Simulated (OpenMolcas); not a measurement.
Computed levels of 3s2 3p2 in ions with 14 electrons, in cm-1 above 3P0.

- Program: OpenMolcas 26.06
- Method: RASSCF
- Basis: ANO-RCC-VQZP
- Scalar Hamiltonian: DKH2, point nucleus
- Spin-orbit coupling: state interaction with AMFI integrals over the reference wave functions, term energies averaged over their components

Active space for each ion: 4 electrons in 9 orbitals (RAS2 3s 3p; RAS3 3d, at most 2 electrons).

```tsv
Level	Si	P+	Cl3+	Ar4+
3P1	66.8	143	425	666
3P2	196	412	1186	1815
1D2	8692	10470	16067	18666
1S0	19434	24251	35945	41380
```

Problem. Estimate 3P2, 1D2, 1S0 for S2+ from its neighbours P+ and Cl3+.

Solution. 3P2 is fine structure, which grows about as the fourth power of a screened charge, so the fourth roots are averaged: ((412^0.25 + 1186^0.25) / 2)^4 = 724. The calculation gives 731, so the estimate is off by -1.0 %; the measured value is 833 (NIST levels in Podobedova, Kelleher and Wiese, J. Phys. Chem. Ref. Data 38, 171 (2009)).
1D2 is another term, which grows about linearly with the charge: (10470 + 16067) / 2 = 13268. The calculation gives 13438, so the estimate is off by -1.3 %; the measured value is 11323 (NIST levels in Podobedova, Kelleher and Wiese, J. Phys. Chem. Ref. Data 38, 171 (2009)).
1S0 is another term, which grows about linearly with the charge: (24251 + 35945) / 2 = 30098. The calculation gives 30345, so the estimate is off by -0.8 %; the measured value is 27161 (NIST levels in Podobedova, Kelleher and Wiese, J. Phys. Chem. Ref. Data 38, 171 (2009)).

Without dynamic correlation excited terms often stand tens of per cent too high (terms of higher spin than the ground term too low), and those without a measured partner can miss by more than the paired ones (holds for Si; P+). The run also gave levels led by 3s2 3p 3d, which use shells meant for correlation; these and all levels above them are left out (holds for Si). The run also gave levels led by 3s 3p2 3d, 3s2 3p 3d, which use shells meant for correlation; these and all levels above them are left out (holds for P+; S2+). Active for correlation alone: 3d; no level in the range computed is led by a configuration that fills it, so any true level of that kind is missing (holds for Cl3+; Ar4+). Computed and measured levels are paired by configuration, term and J; levels that our copy of the source lacks, or whose pairing is in doubt (as where it misses far off the trend of its configuration), stay unpaired and out of the deviations. Levels of configurations outside the active space are missing.
